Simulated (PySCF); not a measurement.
Compound: C6H9FO.
Z-matrix (Å and degrees, GFN2-xTB geometry), rows numbered from 1:
```
O 
C   1  1.3850
C   2  1.5159  1  120.26
C   3  1.5133  2  117.71  1   155.51
C   4  1.5392  3  105.02  2    48.64
C   5  1.5352  4  106.29  3    27.22
C   2  1.4997  1  120.42  3   -70.61
F   7  1.3724  2  117.23  3  -111.42
H   1  0.9653  2  108.89  3    54.40
H   2  1.0820  1  109.74  3   144.63
H   3  1.0799  2  118.07  7   111.53
H   4  1.0916  3  109.13  2   167.22
H   4  1.0902  3  112.36  2   -72.79
H   5  1.0887  4  111.69  3   149.11
H   5  1.0900  4  109.87  3   -91.37
H   6  1.0899  5  112.32  4  -150.10
H   6  1.0919  5  111.32  4    88.06
```

NICS is the negative of the GIAO shielding at a point without a nucleus: at the ring centre (0) and 1 Å above and below it (1); zz is the component along the ring normal. Level: GIAO PBE0/pcSseg-1 (PySCF, non-relativistic, gas phase) on the GFN2-xTB geometry, one conformer.

Ring bond lengths (Å), with Mayer bond orders in brackets: C2–C3 1.516 (0.87), C3–C7 1.504 (0.90), C7–C2 1.500 (0.89); C3–C4 1.513 (1.00), C4–C5 1.539 (1.01), C5–C6 1.535 (1.01), C6–C7 1.509 (1.02), C7–C3 1.504 (0.90).

Question: What do the NICS probes read (ppm)?

Answer: 
```
          ring                                            type  NICS(0)  NICS(1), two faces  NICS(1)zz, two faces  rms pucker (Å)  centre to ring atoms, mean (Å)
      C2–C3–C7  3-membered carbocycle; formal bonds all single    -36.8        -5.3 / -10.7         -11.9 / -24.4            0.00                            0.87
C3–C4–C5–C6–C7  5-membered carbocycle; formal bonds all single     -9.1         -2.2 / -7.9           -1.6 / -5.2            0.12                            1.28
```

Question: What can be read from them?

Answer: 
- C2–C3–C7: mean NICS(1)zz -18.1 ppm, shielded. C2, C3, C7 have four or more neighbours, and the NICS criterion for π rings isn't applied. The two faces differ by 12.5 ppm, so no symmetry operation interchanges them. NICS(0) lies 29 ppm below the mean NICS(1).
- C3–C4–C5–C6–C7: mean NICS(1)zz -3.4 ppm, shielded. C3, C4, C5, C6, C7 have four or more neighbours, so the value isn't read as a sign of a π ring current. The two faces differ by 3.6 ppm, so no symmetry operation interchanges them.

Question: At the second NICS(1) probe listed for ring C2–C3–C7, 1 Å off the ring, what do the in-plane components average?

Answer: The isotropic value is a third of the trace: (3 × -10.7 − (-24.4))/2 = -3.8 ppm.

Question: List the ring angles and the Hirshfeld charges of the ring atoms.

Answer: 
- C2–C3–C7: C2 59.8° (+0.017 e), C3 59.5° (-0.070 e), C7 60.6° (+0.073 e); sum 180.0° against 180° for a flat convex ring.
- C3–C4–C5–C6–C7: C3 107.3° (-0.070 e), C4 105.0° (-0.066 e), C5 106.3° (-0.062 e), C6 103.7° (-0.075 e), C7 109.5° (+0.073 e); sum 531.9° against 540° for a flat convex ring.

Question: How shielded are the nuclei of the rings and their hydrogens (means over atoms taken as equivalent)?

Answer: 
```
atoms                    environment  σ isotropic (ppm)
   C2         carbinol carbon (C–OH)              127.6
   C3  sp3 carbon at a ring junction              155.5
   C4                ring CH2 carbon              157.5
   C5                ring CH2 carbon              162.3
   C6                ring CH2 carbon              152.9
   C7                 sp3 C–F carbon               95.3
  H10               methine hydrogen              28.58
  H11               methine hydrogen              30.71
  H12             methylene hydrogen              29.61
  H13             methylene hydrogen              30.02
  H14             methylene hydrogen              30.00
  H15             methylene hydrogen              30.60
  H16             methylene hydrogen              29.58
  H17             methylene hydrogen              29.32
```

The list is cut; further classes of hydrogen are left out.
